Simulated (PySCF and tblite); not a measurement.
Values are calculated unless marked as measured or tabulated.
4 regioisomers of C6H6O2:

| isomer | SMILES |
| --- | --- |
| A | [CH3:1][c:2]1[cH:3][cH:4][o:5][c:6](=[O:7])[cH:8]1 |
| B | [CH3:1][c:2]1[cH:3][cH:4][cH:5][o:6][c:7]1=[O:8] |
| C | [CH3:1][c:2]1[cH:3][cH:4][cH:5][c:6](=[O:7])[o:8]1 |
| D | [CH3:1][c:2]1[cH:3][cH:4][c:5](=[O:6])[o:7][cH:8]1 |

Protocol: conformer search, at most 3 conformers an isomer, GFN2-xTB geometries, energies PBE0/def2-SVP (D3(BJ) added where defined), weights at 298.15 K with GFN2-xTB thermal terms. Programs: PySCF with density fitting and tblite.

(1) Rank the isomers by free energy at 298.15 K.

Answers

(1) 
```json
{"isomer": "C", "ΔG (kcal/mol)": "0.0", "ΔE, lowest conformer": "0.0", "conformers": "1", "largest weight %": "100", "rms dipole (D)": "4.73"}
{"isomer": "B", "ΔG (kcal/mol)": "2.0", "ΔE, lowest conformer": "1.9", "conformers": "1", "largest weight %": "100", "rms dipole (D)": "4.21"}
{"isomer": "A", "ΔG (kcal/mol)": "2.4", "ΔE, lowest conformer": "2.2", "conformers": "1", "largest weight %": "100", "rms dipole (D)": "5.14"}
{"isomer": "D", "ΔG (kcal/mol)": "4.4", "ΔE, lowest conformer": "4.2", "conformers": "1", "largest weight %": "100", "rms dipole (D)": "5.07"}
```
